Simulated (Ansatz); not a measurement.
`[OH][Al]([F])[ZnH]` + HBr → `[OH][Al]([F])[Br]` + `[ZnH2]` at 600 K and 1 bar (cleavage of the Al–Zn bond).

Calculated with Ansatz (gas phase, PBE0-D4/def2-TZVP geometries, no zero-point term in ΔE). CCSD(T)/CBS adds triple-zeta CCSD(T) − MP2 to the extrapolated MP2 energy (def2 sets, frozen cores). For Br, Zn outer-core shells are correlated without core-valence functions, which leaves a few kJ/mol of doubt a bond. Scalar relativity is left out up to krypton. One conformer a species, not always the lowest.

```
             species  CCSD(T)/CBS energy (Eh)  H − E (kJ/mol)  S (J/(mol·K))
`[OH][Al]([F])[ZnH]`              -2196.69547           110.2          410.7
                 HBr              -2573.91920            33.5          219.1
 `[OH][Al]([F])[Br]`              -2991.11301            89.0          382.7
            `[ZnH2]`              -1779.54550            52.6          230.0
```

H − E and S are ideal-gas, rigid-rotor, harmonic terms from PBE0-D4/def2-TZVP, for one conformer and one mirror image of each species. 1 Eh = 2625.50 kJ/mol, R = 8.31446 J/(mol·K).

Question: By hand: ΔE, ΔH, ΔS and ΔG.

Answer: ΔE = (-2991.11301) + (-1779.54550) − (-2196.69547) − (-2573.91920) = -0.04384 Eh = -115.1 kJ/mol. Δ(H − E) = 89.0 + 52.6 − 110.2 − 33.5 = -2.1, so ΔH = -117.2 kJ/mol. ΔS = 382.7 + 230.0 − 410.7 − 219.1 = -17.1 J/(mol·K). ΔG = -117.2 − 600 × (-17.1)/1000 = -106.9 kJ/mol.

Question: By hand: the equilibrium constant, and the temperature at which ΔG would vanish if ΔH and ΔS stayed fixed.

Answer: log₁₀ K = −ΔG/(RT ln 10) = 9.3. ΔG = 0 at ΔH/ΔS = 6854 K, far beyond where these terms or the molecules hold.

ΔH outweighs TΔS. A doubt of 5 kJ/mol in ΔE shifts log₁₀ K by 0.4 here. Other conformers and mirror images would add mixing entropy, several J/(mol·K) or more a flexible species. These are equilibria of isolated gas molecules and say nothing of rates. Largest T1 diagnostic: 0.016 (customary marks: 0.02 for closed shells, 0.045 for open ones).
